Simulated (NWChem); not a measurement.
System: C₅H₅ cation

NWChem input:

```
start job
memory heap 200 mb stack 900 mb global 1100 mb
charge 1
geometry units angstroms noautosym nocenter noautoz
  C      0.962572     0.143999     0.000000
  C      0.488755     1.338563     0.000000
  C     -0.913951     0.583760     0.000000
  C     -0.731725    -0.937761     0.000000
  C      0.600519    -1.222946     0.000000
  H      0.666932     2.417272     0.000000
  H     -1.432296     0.917322     0.927390
  H     -1.432296     0.917322    -0.927390
  H     -1.586173    -1.633072     0.000000
  H      1.203373    -2.138286     0.000000
end
basis spherical
  C library def2-svp
  H library def2-svp
end
dft
  xc m06-2x
  iterations 150
end
cosmo
  do_cosmo_smd true
  solvent propanol
end
task dft energy
```

Output (shortened):

```
             Northwest Computational Chemistry Package (NWChem) 7.3.0
             --------------------------------------------------------

                             Geometry "geometry" -> ""
                             -------------------------

 Output coordinates in angstroms (scale by  1.889725989 to convert to a.u.)

  No.       Tag          Charge          X              Y              Z
 ---- ---------------- ---------- -------------- -------------- --------------
    1 C                    6.0000     0.96257200     0.14399900     0.00000000
    2 C                    6.0000     0.48875500     1.33856300     0.00000000
    3 C                    6.0000    -0.91395100     0.58376000     0.00000000
    4 C                    6.0000    -0.73172500    -0.93776100     0.00000000
    5 C                    6.0000     0.60051900    -1.22294600     0.00000000
    6 H                    1.0000     0.66693200     2.41727200     0.00000000
    7 H                    1.0000    -1.43229600     0.91732200     0.92739000
    8 H                    1.0000    -1.43229600     0.91732200    -0.92739000
    9 H                    1.0000    -1.58617300    -1.63307200     0.00000000
   10 H                    1.0000     1.20337300    -2.13828600     0.00000000

 Effective nuclear repulsion energy (a.u.)     149.0077651992

                                 NWChem DFT Module
                                 -----------------

 Summary of "ao basis" -> "ao basis" (spherical)
 ------------------------------------------------------------------------------
       Tag                 Description            Shells   Functions and Types
 ---------------- ------------------------------  ------  ---------------------
 C                          def2-svp                 6       14   3s2p1d
 H                          def2-svp                 3        5   2s1p

 in cosmo_initialize ...
 calling solv_data for solv:propanol

 solvent parameters
 solvname_short: propanol
 solvname_long:  1-propanol
 dielec:       20.5240
 dielecinf:     1.9182
 nonaqueous SMD model solvent descriptors
 dielec:       20.5240
 sola:          0.3700
 solb:          0.4800
 solc:          0.0000
 solg:         33.5700
 solh:          0.0000
 soln:          1.3850

          ---------------
          -cosmo- solvent
          ---------------
 Cosmo: York-Karplus, doi: 10.1021/jp992097l
 dielectric constant -eps-     =  20.52
 screen = (eps-1)/(eps    )    =   0.95128
 surface charge correction     = lagrangian

   van der Waals surface
 --------------------------

 ---------- ATOMIC COORDINATES (A.U.) ------------ VDWR(ANG.) --
     1    1.81899732    0.27211865    0.00000000     1.850
     2    0.92361303    2.52951729    0.00000000     1.850
     3   -1.72711696    1.10314644    0.00000000     1.850
     4   -1.38275975   -1.77211133    0.00000000     1.850
     5    1.13481636   -2.31103284    0.00000000     1.850
     6    1.26031873    4.56798172    0.00000000     1.200
     7   -2.70664697    1.73348722    1.75251298     1.200
     8   -2.70664697    1.73348722   -1.75251298     1.200
     9   -2.99743234   -3.08605860    0.00000000     1.200
    10    2.27404523   -4.04077463    0.00000000     1.200
 number of segments per atom =        128
 number of   points per atom =        128
 atom (   nspa,  nppa )
 ----------------------
    1 (     52,     0 )       0
    2 (     56,     0 )       0
    3 (     40,     0 )       0
    4 (     52,     0 )       0
    5 (     56,     0 )       0
    6 (     54,     0 )       0
    7 (     53,     0 )       0
    8 (     53,     0 )       0
    9 (     54,     0 )       0
   10 (     56,     0 )       0
 number of -cosmo- surface points =      526
 molecular surface =    104.275 angstrom**2
 molecular volume  =     83.354 angstrom**3
 -lineq- algorithm             =   0
 -bem- low  level              =   3
 -bem- from -octahedral-
 gaussian surface charge width =   4.50000
 degree of switching           =   1.00000
 switching function tolerance  =   0.00010
 atomic radii =
 --------------
    1  6.000  1.850
    2  6.000  1.850
    3  6.000  1.850
    4  6.000  1.850
    5  6.000  1.850
    6  1.000  1.200
    7  1.000  1.200
    8  1.000  1.200
    9  1.000  1.200
   10  1.000  1.200
 ...... end of -cosmo- initialization ......

[...]

                                COSMO-SMD solvation results
                                ---------------------------

             internal energy in gas <Psi(g)|H|Psi(g)> =      -192.870642704006
         internal energy in solvent <Psi(s)|H|Psi(s)> =      -192.870299470383
                               delta internal energy  =         0.000343233623 (    0.22 kcal/mol)
   total free energy in solvent <Psi(s)|H+V/2|Psi(s)> =      -192.966307455516
 polarization energy contribution <Psi(s)|V/2|Psi(s)> =        -0.096007985133 (  -60.25 kcal/mol)
    total free energy in solvent including G(SMD-CDS) =      -192.968354383508
                       G(SMD-CDS) energy contribution =        -0.002046927992 (   -1.28 kcal/mol)
     1 M fixed-concentration free energy of solvation =        -0.097711679502 (  -61.32 kcal/mol)

                       DFT Final Molecular Orbital Analysis
                       ------------------------------------

 Vector   15  Occ=2.000000D+00  E=-4.736848D-01
              MO Center= -3.1D-01,  8.8D-02,  3.6D-10, r^2= 2.8D+00
   Bfn.  Coefficient  Atom+Function         Bfn.  Coefficient  Atom+Function
  ----- ------------  ---------------      ----- ------------  ---------------
    18      0.321237   2 C  px               32     -0.311442   3 C  px
    46      0.275265   4 C  px               60     -0.246839   5 C  px
    86     -0.213403   9 H  s                 5      0.204888   1 C  py
    76      0.146387   7 H  s                81      0.146387   8 H  s
    35     -0.141873   3 C  px                4      0.133525   1 C  px

 Vector   16  Occ=2.000000D+00  E=-4.471960D-01
              MO Center=  6.9D-02,  1.0D-01, -3.1D-11, r^2= 2.6D+00
   Bfn.  Coefficient  Atom+Function         Bfn.  Coefficient  Atom+Function
  ----- ------------  ---------------      ----- ------------  ---------------
     6      0.371103   1 C  pz               62      0.281437   5 C  pz
    34     -0.271163   3 C  pz               76     -0.213826   7 H  s
    81      0.213826   8 H  s                 9      0.207867   1 C  pz
    20      0.179853   2 C  pz               65      0.153769   5 C  pz
    48      0.116631   4 C  pz               37     -0.114262   3 C  pz

 Vector   17  Occ=2.000000D+00  E=-3.568539D-01
              MO Center=  1.4D-01, -1.5D-01, -7.5D-10, r^2= 2.6D+00
   Bfn.  Coefficient  Atom+Function         Bfn.  Coefficient  Atom+Function
  ----- ------------  ---------------      ----- ------------  ---------------
    20      0.362832   2 C  pz               48     -0.358638   4 C  pz
    62     -0.302059   5 C  pz               51     -0.252525   4 C  pz
    23      0.247839   2 C  pz                6      0.216837   1 C  pz
    65     -0.207245   5 C  pz                9      0.129155   1 C  pz
    11      0.031758   1 C  d -1

 Vector   18  Occ=0.000000D+00  E=-8.940094D-02
              MO Center=  6.8D-01,  2.3D-01,  7.8D-11, r^2= 2.4D+00
   Bfn.  Coefficient  Atom+Function         Bfn.  Coefficient  Atom+Function
  ----- ------------  ---------------      ----- ------------  ---------------
     4      0.571002   1 C  px                7      0.564729   1 C  px
    31      0.407387   3 C  s                35      0.272417   3 C  px
    45      0.235866   4 C  s                32      0.222064   3 C  px
    18     -0.184237   2 C  px               87     -0.179485   9 H  s
    44      0.151112   4 C  s                30      0.130836   3 C  s

 Vector   19  Occ=0.000000D+00  E=-4.045018D-02
              MO Center= -6.0D-02, -2.0D-01, -2.5D-10, r^2= 3.1D+00
   Bfn.  Coefficient  Atom+Function         Bfn.  Coefficient  Atom+Function
  ----- ------------  ---------------      ----- ------------  ---------------
    51      0.528535   4 C  pz               48      0.419657   4 C  pz
    23      0.401545   2 C  pz               65     -0.324734   5 C  pz
    20      0.321857   2 C  pz                9     -0.270304   1 C  pz
    62     -0.251916   5 C  pz                6     -0.230535   1 C  pz
    77     -0.151959   7 H  s                82      0.151959   8 H  s

 Vector   20  Occ=0.000000D+00  E= 5.744640D-02
              MO Center=  5.1D-01, -3.6D-02, -1.3D-10, r^2= 3.1D+00
   Bfn.  Coefficient  Atom+Function         Bfn.  Coefficient  Atom+Function
  ----- ------------  ---------------      ----- ------------  ---------------
     9      0.676036   1 C  pz               65     -0.646848   5 C  pz
    23     -0.584167   2 C  pz                6      0.425769   1 C  pz
    62     -0.376343   5 C  pz               51      0.310710   4 C  pz
    20     -0.296021   2 C  pz               77     -0.207690   7 H  s
    82      0.207690   8 H  s                37      0.206508   3 C  pz

     Multipole analysis of the density
     ---------------------------------

     L   x y z        total         alpha         beta         nuclear
     -   - - -        -----         -----         ----         -------
     0   0 0 0      1.000000    -17.000000    -17.000000     35.000000

     1   1 0 0     -0.196066      0.037498      0.037498     -0.271062
     1   0 1 0      0.421107      0.291578      0.291578     -0.162048
     1   0 0 1      0.000000      0.000000      0.000000      0.000000

     2   2 0 0    -14.528934    -53.496282    -53.496282     92.463629
     2   1 1 0     -0.596128     -0.776821     -0.776821      0.957514
     2   1 0 1     -0.000000     -0.000000     -0.000000      0.000000
     2   0 2 0    -11.009615    -80.380892    -80.380892    149.752168
     2   0 1 1     -0.000000     -0.000000     -0.000000      0.000000
     2   0 0 2    -21.365734    -13.754169    -13.754169      6.142604
```

Level: M06-2X/def2-SVP, SMD on the gas-phase geometry. All runs use the structure optimised with PBE-D3(BJ)/def2-SVP. Solvent: 1-propanol.
